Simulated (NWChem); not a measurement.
Molecule: CrSOBrF; SMILES [F][Cr](=[S])(=[O])[Br]

No frequency run checked for a minimum.

Give the equilibrium geometry at B3LYP/6-31G* (spherical d) (NWChem) as a list of bonds and angles, with the point group.

point group C1; any orientation.
Bond lengths (Å): Cr1–O2 1.539, Cr1–S3 1.985, Cr1–F4 1.700, Cr1–Br5 2.281. Angles (°): O2–Cr1–S3 108.6, O2–Cr1–F4 110.6, O2–Cr1–Br5 107.8, S3–Cr1–F4 110.1, S3–Cr1–Br5 108.6, F4–Cr1–Br5 110.9.
